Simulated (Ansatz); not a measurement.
Ansatz (a program for electronic structure) input (RPA@PBE/def2-QZVPP):
A basis named .json is the Basis Set Exchange file of that set.

Ansatz 0.2 input:
```yaml
crystal:
  periodic: [false, false, false]
  atoms:
    - {symbol: Ge, position_ang: [0.00319734, -0.00156777, 0.93712718]}
    - {symbol: I, position_ang: [1.07271615, -1.87185257, -0.28970187]}
    - {symbol: I, position_ang: [-1.07464661, 1.87279915, -0.27611076]}
basis:
  gaussian:
    orbitals: def2-QZVPP.json
hamiltonian:
  xc: pbe
total_charge: 1
magnetization: {spin_polarized: true, initial_magnetization: 1}
correlation: {method: rpa, electrons: outside_noble_gas}
```

End of the output:

```
integrals: 0.83 GiB planned
1641 factors; integrals over basis functions are off by at most 3.8e-4 eV
mean field: 1.43 GiB planned
mean field evaluation 1: about -72704.5352 eV, gradient 2.2e1 eV
mean field evaluation 2: about -72704.5264 eV, gradient 2.2e1 eV
mean field evaluation 4: about -72705.9545 eV, gradient 6.2e0 eV
mean field evaluation 8: about -72706.1980 eV, gradient 5.9e-1 eV
mean field evaluation 16: about -72706.1991 eV, gradient 5.4e-4 eV
mean field evaluation 32: about -72705.2405 eV, gradient 2.0e-5 eV
mean field evaluation 64: about -72704.8300 eV, gradient 8.2e0 eV
mean field evaluation 96: about -72698.3022 eV, gradient 2.2e1 eV
mean field -72706.19908224 eV, -2671.9035342404 hartree, gradient 6.1e-6 eV, S^2 0.753656; 8 other end points of the search recorded, 0 dependent functions left out
32 core orbitals not correlated
reference -72612.26930302 eV, -2668.4516785221 hartree; 9, 8 occupied and 212, 213 virtual orbitals, 1641 factors
Total energy: -72631.14712091 eV, -2669.1454255338 hartree
```
